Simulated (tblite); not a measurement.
Species: C5H8FO (doublet state).
Geometry (GFN2-xTB, Å), atoms numbered from 1 in this order:
```
atom  x, y, z in Å
C1     2.348   -0.514    0.204
C2     1.627    0.409   -0.414
C3     0.208    0.776   -0.034
O4    -0.218    1.938   -0.457
C5    -0.799   -0.400   -0.302
C6    -2.113   -0.139    0.409
F7    -1.946   -0.311    1.765
H8     3.340   -0.771   -0.127
H9     1.976   -1.055    1.060
H10    2.025    0.973   -1.245
H11    0.224    0.825    1.088
H12   -0.368   -1.342    0.035
H13   -0.972   -0.438   -1.378
H14   -2.895   -0.838    0.098
H15   -2.439    0.895    0.254
```

All values are computed: GFN2-xTB (tblite) harmonic vibrations without scaling, gas phase. This tight-binding method is rough: wavenumbers can miss measured ones by several per cent, in bad cases by 10 to 20. One conformer, not necessarily the lowest. Open shells enter through the occupations alone, without spin polarisation, and single modes of such species can be off by tens of per cent.

Harmonic wavenumbers (cm⁻¹): 60.4, 74.4, 104.0, 201.2, 242.0, 346.7, 410.2, 498.1, 506.1, 605.7, 717.6, 813.7, 888.5, 904.1, 945.3, 995.7, 1002.7, 1019.3, 1067.0, 1094.4, 1109.0, 1159.6, 1204.8, 1231.2, 1262.4, 1289.6, 1321.9, 1399.3, 1430.9, 1436.8, 1656.6, 2546.1, 2952.9, 2959.4, 3010.2, 3015.5, 3081.2, 3093.8, 3123.4.

A = 4148, B = 1607, C = 1336 MHz; mass 103.056 u (most abundant isotopes); point group C1, symmetry number 1; spin multiplicity 2.

**Question.** Zero-point energy?

**Answer.** ½Σν̃ = 25391 cm⁻¹ = 72.60 kcal/mol.

**Question.** What is S at 273.15 K and 1 bar for an ideal gas of classical rigid rotors and harmonic oscillators?

**Answer.** Translation 39.40, rotation 27.72, vibration 19.37, spin (R ln 2) 1.38: S = 87.9 cal/(mol K).

**Question.** And Cp and H(273.15 K) − H(0)?

**Answer.** Cp = 28.22 cal/(mol K), of which vibrations give 20.27 (their classical limit is 39 R = 77.5); H(273.15 K) − H(0) = 4.95 kcal/mol without the zero-point energy, 2.78 from vibrations.

**Question.** Blend soft modes into free rotors: weight 1/[1 + (100 cm⁻¹/ν̃)⁴] for the oscillator and the rest for a rotor with moment μB/(μ + B), μ = h/(8π²ν), B = 10⁻⁴⁴ kg m². What vibrational entropy results?

**Answer.** 17.68 cal/(mol K) in place of 19.37, which changes −T·S at 273.15 K by +0.46 kcal/mol.

**Question.** How do the functions run with temperature in this model?

**Answer.** 
```csv
T (K),S (cal/(mol K)),Cp (cal/(mol K)),H − H(0) (kcal/mol),G − H(0) (kcal/mol),ln q(vib)
100,67.0,15.8,1.18,-5.52,1.32
200,80.0,22.6,3.10,-12.91,3.25
300,90.6,30.4,5.74,-21.45,5.13
500,109.8,45.1,13.36,-41.52,8.90
800,134.3,59.0,29.19,-78.26,14.46
1000,148.2,64.9,41.62,-106.53,17.95
```

q(vib) and H(0) count from the zero-point level.

Hindered rotation and anharmonicity are outside this model. Other conformers, if any are populated, would add a mixing term that is left out. The structure is chiral; the term R ln 2 for an equal mix with its mirror image is left out.

Time: 0.29 s of wall time. Hardware: an Arm Neoverse V2 with one thread (shared host). This covers the Hessian and the dipole derivatives.
